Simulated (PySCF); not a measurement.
Al(Me)(Cl) (CH3AlCl), SMILES [CH3][Al+][Cl], charge +1. Coordinates come from a B3LYP-D3(BJ)/def2-TZVP optimisation. The multiplicity is an assumed one; other spin states were not compared. The isomer is the one that the SMILES or the coordinates give; other isomers of the formula were not compared.

Computed equilibrium geometry at B3LYP-D3(BJ)/def2-TZVP (PySCF confirms it by a frequency run) as a Z-matrix, and its point group:
point group C3v.
```
C
H 1 1.0919
H 1 1.0919 2 109.79
H 1 1.0919 2 109.79 3 120.79
Al 1 1.9109 2 109.15 3 -119.61
Cl 5 2.0175 2 155.55 1 180.00
```
Charge +1, spin multiplicity 1.
